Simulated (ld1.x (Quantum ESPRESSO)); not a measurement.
magnesium, TM: configuration errors across variants

```json
{
  "Element": "Mg",
  "Generator": "ld1.x (Quantum ESPRESSO) 7.5",
  "Type": "norm-conserving Troullier–Martins (Kleinman–Bylander form)",
  "Functional": "PBE",
  "Relativity": "scalar-relativistic",
  "Frozen core": "[He]",
  "Valence charge": "10",
  "Reference configuration": "2s2 2p6 3s1 3p1",
  "Partial waves": "2p (bound): rc 0.80 bohr; 2s (bound): rc 0.30 bohr",
  "Local potential": "the s channel",
  "Core correction": "none"
}
```

Occupied shells without a wave of their own: 3p, 3s. They enter only through the test configuration that unscreens the potential.

All-electron excitation energies from the reference (eV): (1) 2s2 2p6 3s2 3p0 -3.491; (2) 2s2 2p6 3s1 3p0 4.469; (3) 2s2 2p6 3s0 3p0 19.495; (4) 2s2 2p6 3s0 3p1 8.837; (5) 2s2 2p6 3s1.5 3p0 -0.347; (6) 2s2 2p5 3s2 3p0 55.051; (7) 2s1 2p6 3s2 3p0 87.979.

Errors AE − PS in meV (a dash: test not solved or not reliable):

```csv
change,(1),(2),(3),(4),(5),(6),(7),bound ghosts
base,+26,+7.9,-32,-34,+19,+152,+137,not determined
wave 2p (bound): rc 0.80 bohr becomes 2p (bound): rc 0.54 bohr,+23,+2.4,-41,-33,+15,+120,+160,not determined
wave 2p (bound): rc 0.80 bohr becomes 2p (bound): rc 0.72 bohr,+24,+5.2,-36,-33,+17,+136,+148,not determined
wave 2p (bound): rc 0.80 bohr becomes 2p (bound): rc 0.82 bohr,+26,+8.8,-30,-34,+19,+157,+134,not determined
wave 2p (bound): rc 0.80 bohr becomes 2p (bound): rc 0.92 bohr,+29,+15,-19,-34,+24,+196,+111,not determined
wave 2p (bound): rc 0.80 bohr becomes 2p (bound): rc 1.00 bohr,+31,+21,-9.0,-34,+28,+233,+93,not determined
wave 2p (bound): rc 0.80 bohr becomes 2p (bound): rc 1.08 bohr,+35,+30,+5.5,-34,+34,+284,+70,not determined
wave 2p (bound): rc 0.80 bohr becomes 2p (bound): rc 1.22 bohr,+45,+52,+42,-34,+50,+414,+25,not determined
```

**Question.** Give the same row for: wave 2p (bound): rc 0.80 bohr becomes 2p (bound): rc 0.62 bohr.

**Answer.** +24, +3.2, -40, -33, +15, +124, +157; bound ghosts: not determined.
